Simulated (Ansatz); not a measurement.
A structure relaxed at PBE0-D4/def2-TZVP in Ansatz, charge 0, singlet:

```xyz
6

Be   -0.143    0.951    0.232
C     0.097   -0.658   -0.156
H    -0.104   -1.316    0.696
H     1.127   -0.846   -0.475
H    -0.559   -0.977   -0.973
Br   -0.418    2.846    0.676
```

Task: Give its formula, name or SMILES and point group.

Result: BeMeBr (CH3BeBr). Point group C3v (tolerance 0.1 Å).

Task: Summarise the bond lengths by kind (pairs closer than 1.2 times the sum of covalent radii, bridged metal pairs left out).

Result: 1 × Be–C 1.67 Å; 1 × Be–Br 1.97 Å; 3 × C–H 1.09 to 1.10 Å.
